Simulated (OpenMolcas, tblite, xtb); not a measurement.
**A ladder of methods for BSiH3ClO (SMILES [SiH3]O[B]Cl)**

BSiH3ClO has 7 atoms, charge 0, and is taken as a doublet. SMILES: `[SiH3]O[B]Cl`. The shape is that of a PBE0-D4/def2-TZVP optimisation. This is one conformer, not always the lowest.

```xyz
7

Si   -0.5730    0.7754    0.3748
O     0.0449   -0.6484   -0.2336
B     1.2562   -1.0421   -0.5966
Cl    1.6050   -2.6368   -1.2191
H    -1.2013    0.4568    1.6761
H     0.5156    1.7666    0.5412
H    -1.5863    1.2604   -0.5884
```

Quantity: the energy change with the B3–Cl4 bond stretched from 1.747 to 2.271 Å, in eV. The values are calculated.

```json
{"level": "GFN-FF", "kind": "force field", "program": "xtb", "value (eV)": "0.60", "less CCSD(T)/cc-pVDZ": "-0.56"}
{"level": "IPEA1-xTB", "kind": "semi-empirical", "program": "tblite", "value (eV)": "1.56", "less CCSD(T)/cc-pVDZ": "+0.40"}
{"level": "UHF/cc-pVDZ", "kind": "Hartree–Fock", "program": "OpenMolcas", "value (eV)": "1.20", "less CCSD(T)/cc-pVDZ": "+0.04"}
{"level": "USVWN5/cc-pVDZ", "kind": "LDA", "program": "OpenMolcas", "value (eV)": "1.23", "less CCSD(T)/cc-pVDZ": "+0.07"}
{"level": "UBLYP/cc-pVDZ", "kind": "GGA", "program": "OpenMolcas", "value (eV)": "0.90", "less CCSD(T)/cc-pVDZ": "-0.26"}
{"level": "UPBE/cc-pVDZ", "kind": "GGA", "program": "OpenMolcas", "value (eV)": "1.07", "less CCSD(T)/cc-pVDZ": "-0.09"}
{"level": "UM06-L/cc-pVDZ", "kind": "meta-GGA", "program": "OpenMolcas", "value (eV)": "1.15", "less CCSD(T)/cc-pVDZ": "-0.01"}
{"level": "UBHLYP/cc-pVDZ", "kind": "global hybrid", "program": "OpenMolcas", "value (eV)": "1.20", "less CCSD(T)/cc-pVDZ": "+0.04"}
{"level": "UPBE0/cc-pVDZ", "kind": "global hybrid", "program": "OpenMolcas", "value (eV)": "1.21", "less CCSD(T)/cc-pVDZ": "+0.05"}
{"level": "ROCCSD(T)/cc-pVDZ", "kind": "coupled cluster or CI", "program": "OpenMolcas", "value (eV)": "1.16", "less CCSD(T)/cc-pVDZ": "0.00"}
```

ROCCSD(T)/cc-pVDZ is the highest level here, not the true value. The first shape isn't each level's own minimum. The values span 0.60 to 1.56 eV.
